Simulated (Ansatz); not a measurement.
Consider the substitution at a C–C bond: `FCCCl` + HI → `ClCI` + fluoromethane.

Calculated with Ansatz (gas phase, PBE0-D4/def2-TZVP geometries, no zero-point term in ΔE). CCSD(T)/CBS is the MP2 limit (def2-TZVPP, def2-QZVPP) plus CCSD(T) − MP2 in def2-TZVPP, frozen cores. This one scheme is used for every species. Elements past krypton have def2 core potentials. For I outer-core shells are correlated without core-valence functions, which leaves a few kJ/mol of doubt a bond. One conformer a species, not always the lowest.

```json
{"species": "`FCCCl`", "CCSD/CBS(def2) energy (Eh)": "-638.04479"}
{"species": "HI", "CCSD/CBS(def2) energy (Eh)": "-298.02649"}
{"species": "`ClCI`", "CCSD/CBS(def2) energy (Eh)": "-796.43711"}
{"species": "`CF`", "CCSD/CBS(def2) energy (Eh)": "-139.62164"}
```

**Question.** Work out ΔE.

**Answer.** ΔE = (-796.43711) + (-139.62164) − (-638.04479) − (-298.02649) = 0.01253 Eh = +0.34 eV. CCSD(T)/CBS gives +0.31 eV.

Largest T1 diagnostic among the species: 0.010.

From PBE to PBE0 (25 % exact exchange), in def2-TZVPP and without D4, ΔE moves by +0.06 eV. In def2-TZVPP, CCSD(T) changes the Hartree–Fock value by −0.09 eV (the triples alone add −0.03 eV) and MP2 by −0.16 eV.
